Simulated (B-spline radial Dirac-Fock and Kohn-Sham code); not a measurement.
X-ray scattering factor of Bi⁵⁸⁺

System: Bi⁵⁸⁺ in the configuration [Ar] 3d7.

Input of the calculation (task.json; shells as n, l, electrons):

```json
{"items": [{
  "Z": 83,
  "q": 58,
  "cfg": [[1, 0, 2], [2, 0, 2], [2, 1, 6], [3, 0, 2], [3, 1, 6], [3, 2, 7]],
  "A": 209,
  "rrms": 5.5211,
  "do": ["scatter"],
  "s": [0.0, 0.05, 0.1, 0.15, 0.2, 0.25, 0.3, 0.35, 0.4, 0.45, 0.5, 0.6, 0.7, 0.8, 0.9, 1.0, 1.1, 1.2, 1.4, 1.6, 1.8, 2.0, 2.5, 3.0, 3.5, 4.0, 5.0, 6.0],
  "pz": [0, 0.1, 0.15, 0.21, 0.31, 0.44, 0.64, 0.93, 1.4, 2.0, 2.8, 4.1, 6.0, 8.7, 13.0, 18.0, 26.0, 38.0, 56.0, 81.0, 120.0],
  "hv_scatter": [2000, 5000, 8047.8, 17479.3, 30000, 100000, 500000, 1000000]
}]}
```

Run with: `python xray_run.py task.json out`

The computed values come from a radial finite-basis atomic code: Dirac-Fock orbitals of the configuration average with a finite nucleus. f₀ is the Fourier transform of the spherical electron density, S the Waller-Hartree incoherent function, and s = sin θ/λ.

```tsv
s (Å⁻¹)	f₀	S
0	25.000	0.000
0.05	24.991	0.008
0.1	24.965	0.031
0.15	24.922	0.069
0.2	24.862	0.122
0.25	24.784	0.191
0.3	24.690	0.273
0.35	24.580	0.371
0.4	24.453	0.482
0.45	24.311	0.607
0.5	24.153	0.745
0.6	23.793	1.058
0.7	23.377	1.417
0.8	22.910	1.819
0.9	22.397	2.256
1	21.842	2.725
1.1	21.251	3.219
1.2	20.631	3.734
1.4	19.323	4.804
1.6	17.963	5.899
1.8	16.593	6.987
2	15.250	8.043
2.5	12.194	10.452
3	9.765	12.468
3.5	8.006	14.118
4	6.806	15.475
5	5.435	17.575
6	4.618	19.139
```

f₀ starts at the number of electrons, 25, and has fallen to half at s ≈ 2.45 Å⁻¹. The sum of ⟨r²⟩ over the electrons is 0.4707 bohr².
